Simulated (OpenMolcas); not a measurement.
Lines of Ge2+: computed and rescaled rates

* Program: OpenMolcas 26.06
* Method: MS-CASPT2, IPEA 0.25 Eh, imaginary shift 0.1 Eh (closed shells correlated: 3d)
* Basis: ANO-RCC-VTZP [6s5p3d1f]
* Scalar Hamiltonian: DKH2, point nucleus
* Active space: 2 electrons in 4 orbitals (4s 4p)
* State averaging: 2S+1 = 3 even, 3 roots; 2S+1 = 1 even, 7 roots; 2S+1 = 3 odd, 3 roots; 2S+1 = 1 odd, 3 roots
* Spin-orbit coupling: state interaction with AMFI integrals over the reference wave functions, term energies averaged over their components

Rates come from the transition moments of the reference wave functions (E1 and E2 in the length form). At fixed line strength A goes as λ^-3 for E1 and M1 and as λ^-5 for E2, so a rate at the computed wavelength can be rescaled to the measured one. Measured vacuum wavelengths follow from level energies in Sugar and Musgrove, J. Phys. Chem. Ref. Data 22, 1213 (1993). Branching counts decays inside the model space alone, at computed energies, and the table is only a selection of the E1 lines, drawn from those between levels with measured partners whose computed energy lies within a factor of 1.5 of the measured one.

```tsv
Upper	Lower	Type	λ computed (nm)	λ measured (nm)	A computed (s-1)	A rescaled (s-1)	Branching %
4p² ¹S₀	4s 4p ¹P°₁	E1	122.7	121.6	4.97e+09	5.11e+09	99.8
4p² ³P₀	4s 4p ³P°₁	E1	116.6	117.4	3.68e+09	3.61e+09	99.9
4p² ³P₂	4s 4p ³P°₂	E1	116	116	2.59e+09	2.59e+09	72.2
4p² ³P₁	4s 4p ³P°₂	E1	117.5	118.3	1.50e+09	1.47e+09	40.2
4p² ³P₁	4s 4p ³P°₀	E1	114.7	115.1	1.29e+09	1.28e+09	34.5
4p² ¹D₂	4s 4p ¹P°₁	E1	170.4	188.3	1.05e+09	7.78e+08	77.9
4p² ³P₁	4s 4p ³P°₁	E1	115.6	116.1	9.44e+08	9.32e+08	25.3
4p² ³P₂	4s 4p ³P°₁	E1	114.2	113.8	9.30e+08	9.40e+08	26.0
4p² ¹D₂	4s 4p ³P°₂	E1	111.6	123.7	2.41e+08		17.9
4p² ³P₂	4s 4p ¹P°₁	E1	181	170.9	6.55e+07		1.8
4p² ¹D₂	4s 4p ³P°₁	E1	109.9	121.2	5.72e+07		4.2
```

Spin-changing lines and M1 lines between different terms are not rescaled, since their strength hangs on the term gaps too.

The largest correction is for 4p² ¹D₂ → 4s 4p ¹P°₁ (E1): 1.05e+09 × (170.4 / 188.3)^3 = 7.78e+08 s-1, a factor of 0.74.

The computed rate and branching of 4p² ³P₀ → 4s 4p ³P°₁ give the upper level a radiative lifetime of 0.999 / 3.68e+09 s-1 = 2.71e-10 s, counting decays inside the model space alone. The rescaled rate gives about 2.8e-10 s.

The computed order of these levels differs from the measured one in 1 place, and where term gaps are wrong the rates of spin-changing lines can be off by large factors.

No measured rate stands beside these. Rescaling mends the energy factor alone: line strengths can still be far off where a level mixes with configurations outside the active space, and weak or spin-changing lines hang on small mixing coefficients that depend on the term gaps too, so rescaling need not improve them.

Some levels mix across a computed gap that differs much from the measured one, so their mixing is not that of the real levels. The ¹D term of p² mixes with s d, which this space lacks. Measured partners are found by configuration, term and J. A level has none where our copy of the source lacks it or the pairing is in doubt (some pairs that miss far off the trend of their configuration count as doubtful). Only configurations of the active space appear.

° marks odd parity.
